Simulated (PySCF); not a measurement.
`C[C@H](S)[C@H]1C[C@H]1C#N`, C6H9NS

Molfile (atoms numbered from 1):
```
C6H9NS
     RDKit          3D

 17 17  0  0  0  0  0  0  0  0999 V2000
   -1.2380   -1.2957   -0.7976 C   0  0  0  0  0  0  0  0  0  0  0  0
   -0.9397   -0.0701    0.0505 C   0  0  2  0  0  0  0  0  0  0  0  0
   -2.3007    1.1644   -0.0756 S   0  0  0  0  0  0  0  0  0  0  0  0
    0.3634    0.5872   -0.3204 C   0  0  1  0  0  0  0  0  0  0  0  0
    1.0921    1.4228    0.6779 C   0  0  0  0  0  0  0  0  0  0  0  0
    1.6605    0.0812    0.2823 C   0  0  1  0  0  0  0  0  0  0  0  0
    1.6155   -0.9881    1.2134 C   0  0  0  0  0  0  0  0  0  0  0  0
    1.5751   -1.8582    1.9568 N   0  0  0  0  0  0  0  0  0  0  0  0
   -1.2297   -1.0436   -1.8572 H   0  0  0  0  0  0  0  0  0  0  0  0
   -0.4856   -2.0607   -0.6130 H   0  0  0  0  0  0  0  0  0  0  0  0
   -2.2145   -1.7007   -0.5438 H   0  0  0  0  0  0  0  0  0  0  0  0
   -0.9370   -0.3410    1.1095 H   0  0  0  0  0  0  0  0  0  0  0  0
   -2.2033    1.3437   -1.3924 H   0  0  0  0  0  0  0  0  0  0  0  0
    0.4171    0.8918   -1.3605 H   0  0  0  0  0  0  0  0  0  0  0  0
    0.6660    1.5086    1.6666 H   0  0  0  0  0  0  0  0  0  0  0  0
    1.6114    2.3079    0.3442 H   0  0  0  0  0  0  0  0  0  0  0  0
    2.5404    0.0626   -0.3505 H   0  0  0  0  0  0  0  0  0  0  0  0
  1  2  1  0
  2  3  1  0
  2  4  1  0
  4  5  1  0
  5  6  1  0
  6  7  1  0
  7  8  3  0
  6  4  1  0
  1  9  1  0
  1 10  1  0
  1 11  1  0
  2 12  1  1
  3 13  1  0
  4 14  1  6
  5 15  1  0
  5 16  1  0
  6 17  1  6
M  END
```

Method used: TDDFT PBE0/def2-SVPD circular dichroism and optical rotation, one conformer, gas phase in PySCF 2.14.0. Geometry: GFN2-xTB.

The molecule is flexible and this is one conformer; a measurement averages over conformers. States above about 7.1 eV (minus the energy of the highest occupied orbital) lie near or above the ionisation threshold and depend on the basis.

Question: Draw the ECD and absorption spectra from the lowest 12 states, each a Gaussian of half-width 0.35 eV at 1/e height.

Answer: 
```csv
E (eV),λ (nm),Δε (L mol⁻¹ cm⁻¹),ε (L mol⁻¹ cm⁻¹)
5.05,245,+0.04,16
5.20,238,+0.12,45.9
5.35,232,+0.21,94.3
5.50,225,+0.18,156
5.65,219,-0.31,268
5.80,214,-1.65,551
5.95,208,-3.68,1060
6.10,203,-4.93,1560
6.25,198,-3.30,1740
6.40,194,+1.55,1640
6.55,189,+7.27,1650
6.70,185,+10.64,1830
6.85,181,+10.58,1920
7.00,177,+9.36,1840
7.15,173,+9.90,2020
7.30,170,+12.53,2950
7.45,166,+15.54,4430
7.60,163,+17.28,5630
7.75,160,+16.67,5770
```
Δε uses R in velocity form, ε uses f in length form. Only the states computed contribute, so the short-wavelength end is incomplete.
